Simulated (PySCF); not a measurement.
Species: C6H9NO.
Atom-mapped SMILES: `[CH3:1][N:2]([CH3:3])[c:4]1[cH:5][cH:6][o:7][cH:8]1` (hydrogens: H9, H10, H11 on C1; H12, H13, H14 on C3; H15 on C5; H16 on C6; H17 on C8)

The same species was optimised twice, with GFN2-xTB and with PBE0-D3(BJ)/def2-SVP (PySCF), and the same property calculations (PySCF, gas phase) were run on both structures.

```csv
coordinate,GFN2-xTB,PBE0-D3(BJ)/def2-SVP,change
C4–C5 (Å),1.427,1.439,+0.012
N2–C3 (Å),1.444,1.436,-0.008
C1–N2 (Å),1.445,1.439,-0.006
C4–C8 (Å),1.371,1.376,+0.005
C5–C6 (Å),1.359,1.363,+0.004
O7–C8 (Å),1.355,1.359,+0.004
N2–C4 (Å),1.386,1.383,-0.003
C6–O7 (Å),1.337,1.338,+0.001
C1–N2–C3 (°),114.4,116.4,+2.0
C1–N2–C4 (°),116.7,117.7,+1.0
C6–O7–C8 (°),106.9,107.6,+0.7
C4–C8–O7 (°),110.7,110.1,-0.6
C4–C5–C6 (°),106.2,105.9,-0.3
C5–C4–C8 (°),105.0,105.3,+0.3
N2–C4–C8 (°),127.9,127.7,-0.2
C5–C6–O7 (°),111.1,111.0,-0.1
C1–N2–C4–C5 (°),27,29,+2
```

Rotational constants: A = 4674, B = 1572, C = 1204 MHz (GFN2-xTB) against A = 4617, B = 1570, C = 1201 MHz (PBE0-D3(BJ)/def2-SVP). Point groups within 0.08 Å: C1 and C1.

On the GFN2-xTB structure: lowest singlet, TDDFT (eV) 5.36 [CAM-B3LYP/def2-SVPD]; lowest triplet, Tamm–Dancoff (eV) 3.77 [CAM-B3LYP/def2-SVPD]; isotropic polarisability (au) 80.7 [CAM-B3LYP/def2-SVPD]; HOMO (eV) -6.81 [CAM-B3LYP/def2-SVPD]; LUMO (eV) 1.28 [CAM-B3LYP/def2-SVPD]; dipole (D) 1.77 [CAM-B3LYP/def2-SVPD]; HOMO (eV) -5.48 [PBE0/pcSseg-1]; LUMO (eV) 0.60 [PBE0/pcSseg-1]; dipole (D) 1.80 [PBE0/pcSseg-1]; GIAO shielding of C1/C3 (mean) (ppm) 144.4 [PBE0/pcSseg-1]; GIAO shielding of N2 (ppm) 214.3 [PBE0/pcSseg-1]; GIAO shielding of C4 (ppm) 40.3 [PBE0/pcSseg-1]; GIAO shielding of C5 (ppm) 78.9 [PBE0/pcSseg-1]; GIAO shielding of C6 (ppm) 39.6 [PBE0/pcSseg-1]; GIAO shielding of O7 (ppm) 57.8 [PBE0/pcSseg-1]; GIAO shielding of C8 (ppm) 59.5 [PBE0/pcSseg-1].

**Question.** What do these properties become on the PBE0-D3(BJ)/def2-SVP structure?

**Answer.** 
```
                                    property                level  on GFN2-xTB  on PBE0-D3(BJ)/def2-SVP  change
                  lowest singlet, TDDFT (eV)  CAM-B3LYP/def2-SVPD         5.36                     5.36    0.00
           lowest triplet, Tamm–Dancoff (eV)  CAM-B3LYP/def2-SVPD         3.77                     3.80   +0.03
               isotropic polarisability (au)  CAM-B3LYP/def2-SVPD         80.7                     81.9    +1.2
                                   HOMO (eV)  CAM-B3LYP/def2-SVPD        -6.81                    -6.80   +0.01
                                   LUMO (eV)  CAM-B3LYP/def2-SVPD         1.28                     1.27   -0.01
                                  dipole (D)  CAM-B3LYP/def2-SVPD         1.77                     1.75   -0.02
energy, GFN2-xTB geometry as zero (kcal/mol)  CAM-B3LYP/def2-SVPD          0.0                     -0.7    -0.7
                                   HOMO (eV)        PBE0/pcSseg-1        -5.48                    -5.47   +0.01
                                   LUMO (eV)        PBE0/pcSseg-1         0.60                     0.61   +0.01
                                  dipole (D)        PBE0/pcSseg-1         1.80                     1.77   -0.03
energy, GFN2-xTB geometry as zero (kcal/mol)        PBE0/pcSseg-1          0.0                     -0.4    -0.4
        GIAO shielding of C1/C3 (mean) (ppm)        PBE0/pcSseg-1        144.4                    143.6    -0.8
                  GIAO shielding of N2 (ppm)        PBE0/pcSseg-1        214.3                    215.3    +1.0
                  GIAO shielding of C4 (ppm)        PBE0/pcSseg-1         40.3                     39.5    -0.8
                  GIAO shielding of C5 (ppm)        PBE0/pcSseg-1         78.9                     77.6    -1.3
                  GIAO shielding of C6 (ppm)        PBE0/pcSseg-1         39.6                     38.4    -1.2
                  GIAO shielding of O7 (ppm)        PBE0/pcSseg-1         57.8                     56.4    -1.4
                  GIAO shielding of C8 (ppm)        PBE0/pcSseg-1         59.5                     59.1    -0.4
```

The heavy atoms differ by 0.048 Å rms after alignment. Among bonds between heavy atoms C4–C5 changes most (+0.012 Å). Changes are differences of the printed values. Neither structure is proved a minimum here.

Conformer computed: `[CH3:1][N:2]([CH3:3])[c:4]1[cH:5][cH:6][o:7][cH:8]1`: C1–N2–C4–C5 29°.
